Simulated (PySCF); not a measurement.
FGeH₃S₃, SMILES [Ge]([F])([SH])([SH])[SH]. Coordinates come from a B3LYP-D3(BJ)/def2-SVP optimisation. This is a generated structure with no PubChem entry under its InChIKey; it may be hypothetical. Other conformers were not sampled.

Question: Give the equilibrium geometry at B3LYP-D3(BJ)/def2-SVP (PySCF confirms it by a frequency run) as a Z-matrix. (Estimate from the structure and the level; the computed values follow.)

Answer: One answer among several that fit: 
```
Ge
F 1 1.7512
S 1 2.2192 2 108.06
H 3 1.3552 1 93.08 2 -51.20
S 1 2.2193 2 107.98 4 -96.63
H 5 1.3551 1 93.07 2 -50.30
S 1 2.2194 2 107.94 6 -96.97
H 7 1.3552 1 93.06 2 -50.31
```
Charge 0, spin multiplicity 1.
